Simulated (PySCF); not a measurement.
**Worked example: refractive index and permittivity of the vapour**

3-silyloxypropanenitrile (C3H7NOSi), SMILES N#CCCO[SiH3].

Coordinates come from a B3LYP-D3(BJ)/def2-SVP optimisation. Other conformers were not sampled.

ωB97X/def2-TZVP (PySCF) gives a mean static polarisability of 67.8 bohr³ and a dipole moment of 3.55 D. Take an ideal gas at 298.15 K and 0.1 bar, whether or not the substance is that volatile.

Work out n − 1 in the optical limit and the static ε − 1.


Polarisability volume α' = 67.8 × 0.148185 = 10.05 Å³. Number density N = p/kT = 2.43e-6 Å⁻³.
Dilute limit of Lorentz–Lorenz: n − 1 = 2π N α' = 0.00015.
Orientation term of Debye: μ²/(3kT) = 8.098 Å³ × μ²(D²) = 102.05 Å³.
ε − 1 = 4π N (α' + μ²/3kT) = 0.0034. Orientation of the dipole supplies 91 % of the static response; it can't follow optical fields. Vibrational polarisation and dispersion are left out.
